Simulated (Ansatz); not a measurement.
`P[SiH2][AlH][Cl]` + H₂ → `[SiH3]P` + `[AlH2][Cl]`  (hydrogenolysis of the Si–Al bond)

Calculated with Ansatz (gas phase, PBE0-D4/def2-TZVP geometries, no zero-point term in ΔE). CCSD(T)/CBS is the MP2 limit (def2-TZVPP, def2-QZVPP) plus CCSD(T) − MP2 in def2-TZVPP, frozen cores. This one scheme is used for every species. Functionals use def2-TZVPP. B3LYP here is the variant with VWN-RPA as its local correlation; programs differ in this. One conformer a species, not always the lowest.

```csv
level,ΔE (kcal/mol)
LDA (SPW92),1.0
B3LYP-D4,-1.6
r2SCAN0-D4,-1.2
ωB97X-V,-3.0
B3LYP,-4.2
BHLYP,-6.2
HF/def2-TZVPP,-9.8
HF/def2-QZVPP,-10.0
```

Task: What does CCSD(T)/CBS give? (An estimate is asked.)

Result: The calculation gave: -1.5 kcal/mol. The listed levels differ from it by 2.5, -0.1, 0.3, -1.5, -2.7, -4.7, -8.3, -8.5 kcal/mol.

Task: What do rigid-rotor, harmonic-oscillator terms from PBE0-D4/def2-TZVP frequencies (298.15 K, 1 bar) make of the CCSD(T)/CBS value? (Estimate.)

Result: Computed: ΔZPE = +2.0 kcal/mol, ΔH = -1.1 kcal/mol, ΔS = 14 J/(mol·K), ΔG = -2.1 kcal/mol. Modes under 50 cm⁻¹ make the entropy rough.

Largest T1 diagnostic among the species: 0.013.

From PBE to PBE0 (25 % exact exchange), in def2-TZVPP and without D4, ΔE moves by −1.7 kcal/mol. The D4 term adds +2.6 kcal/mol with B3LYP and +1.5 kcal/mol with PBE0; it sums over pairs of atoms, weighted by their polarisabilities, and B3LYP, whose exchange is more repulsive, gets the larger term.
